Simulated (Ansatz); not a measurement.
Job for Ansatz (a program for electronic structure): R-PBE0/def2-TZVPPD on C2H7F2N (a complex), monomers drawn apart or pushed together. Files ending in .json are basis or fitting sets from the Basis Set Exchange.

Ansatz 0.2 input:
```yaml
crystal:
  periodic: [false, false, false]
  atoms:
    - {symbol: C, position_ang: [-0.28235628, -0.60096315, -0.16686685]}
    - {symbol: N, position_ang: [0.25922160, 0.61472378, 0.44706474]}
    - {symbol: H, position_ang: [-1.03063703, -1.03298174, 0.49794776]}
    - {symbol: H, position_ang: [0.51842747, -1.33387373, -0.27681043]}
    - {symbol: H, position_ang: [-0.74243522, -0.45189035, -1.15176554]}
    - {symbol: H, position_ang: [-0.46966179, 1.30864798, 0.56599624]}
    - {symbol: H, position_ang: [0.96804064, 1.03219841, -0.14408010]}
    - {symbol: F, position_ang: [-1.15025401, -1.29014938, 4.19249887]}
    - {symbol: C, position_ang: [-0.03686738, -0.56912605, 4.53593056]}
    - {symbol: F, position_ang: [-0.43125534, 0.45301481, 5.35292656]}
    - {symbol: H, position_ang: [0.39391180, -0.15139509, 3.62498034]}
    - {symbol: H, position_ang: [0.62994555, -1.22279623, 5.10101829]}
basis:
  gaussian:
    orbitals: def2-TZVPPD.json
hamiltonian:
  xc: {name: PBE0}
scf: {lower_state_search: off}
```

Predict the final total energy.

-334.6404 hartree.
